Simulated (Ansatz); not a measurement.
Consider the formal exchange of groups at a C–O bond: `[SiH3]C[O][SnH3]` + `C=C[SiH3]` → `C=C([SiH3])C[SiH3]` + `[OH][SnH3]`.

Program: Ansatz. Geometries: PBE0-D4/def2-TZVP. ΔE: electronic, gas phase. CCSD(T)/CBS adds triple-zeta CCSD(T) − MP2 to the extrapolated MP2 energy (def2 sets, frozen cores). DFT in def2-TZVPP. B3LYP here is the variant with VWN-RPA as its local correlation; programs differ in this. def2 core potentials past Kr. For Sn outer-core shells are correlated without core-valence functions, which leaves a few kJ/mol of doubt a bond. One conformer a species, not always the lowest.

`[SiH3]C[O][SnH3]`:

```xyz
12

Si   -0.962    1.795    0.886
C    -0.104    0.129    0.641
O     0.078   -0.064   -0.746
Sn    0.952   -1.717   -1.376
H    -1.172    2.037    2.342
H    -0.121    2.887    0.332
H    -2.280    1.796    0.201
H    -0.720   -0.664    1.096
H     0.850    0.130    1.192
H     0.974   -1.553   -3.066
H     2.508   -1.754   -0.672
H    -0.004   -3.023   -0.829
```

`C=C[SiH3]`:

Cartesian coordinates in Å:
```
C -0.894 -0.479 -1.164
C -0.375 0.480 -0.403
Si 0.796 0.141 1.001
H -0.657 -1.528 -1.003
H -1.578 -0.264 -1.981
H -0.653 1.511 -0.617
H 2.099 0.825 0.780
H 1.021 -1.326 1.099
H 0.240 0.641 2.287
```

`C=C([SiH3])C[SiH3]`:

Cartesian coordinates in Å:
```
C 1.747 0.109 -0.735
C 0.582 -0.366 -0.290
Si 0.581 -1.619 1.100
C -0.731 0.073 -0.868
Si -1.434 1.558 0.061
H 2.693 -0.194 -0.300
H 1.798 0.820 -1.557
H -0.035 -2.890 0.627
H 1.978 -1.873 1.538
H -0.224 -1.141 2.256
H -0.618 0.369 -1.917
H -1.475 -0.731 -0.842
H -0.528 2.722 -0.120
H -1.550 1.260 1.513
H -2.782 1.903 -0.468
```

`[OH][SnH3]`:

Cartesian coordinates in Å:
```
O -0.377 -0.261 -1.430
Sn 0.283 0.015 0.405
H -1.289 0.012 -1.549
H -0.689 -0.899 1.474
H 0.188 1.682 0.771
H 1.883 -0.550 0.328
```

```tsv
level	ΔE (kJ/mol)	difference from CCSD(T)/CBS
B3LYP-D4	-69.5	5.2
ωB97X-V	-70.3	4.4
ωB97M-V	-73.4	1.3
B2PLYP	-68.4	6.3
PBE	-69.3	5.4
r2SCAN	-72.6	2.1
B3LYP	-61.4	13.3
HF/def2-TZVPP	-57.2	17.5
SCS-MP2/def2-TZVPP	-75.1	-0.4
CCSD/def2-TZVPP	-71.4	3.3
CCSD(T)/def2-TZVPP	-73.5	1.2
HF/def2-QZVPP	-57.0	17.7
MP2/def2-QZVPP	-84.0	-9.3
SCS-MP2/def2-QZVPP	-75.9	-1.2
HF/CBS(def2)	-57.0	17.7
MP2/CBS(def2)	-84.6	-9.9
CCSD(T)/CBS	-74.7	0
```

Largest T1 diagnostic among the species: 0.014.

From PBE to PBE0 (25 % exact exchange), in def2-TZVPP and without D4, ΔE moves by −3.3 kJ/mol. The D4 term adds −8.0 kJ/mol with B3LYP and −4.6 kJ/mol with PBE0; it sums over pairs of atoms, weighted by their polarisabilities, and B3LYP, whose exchange is more repulsive, gets the larger term. In def2-TZVPP, CCSD(T) changes the Hartree–Fock value by −16.3 kJ/mol (the triples alone add −2.1 kJ/mol) and MP2 by −26.2 kJ/mol.
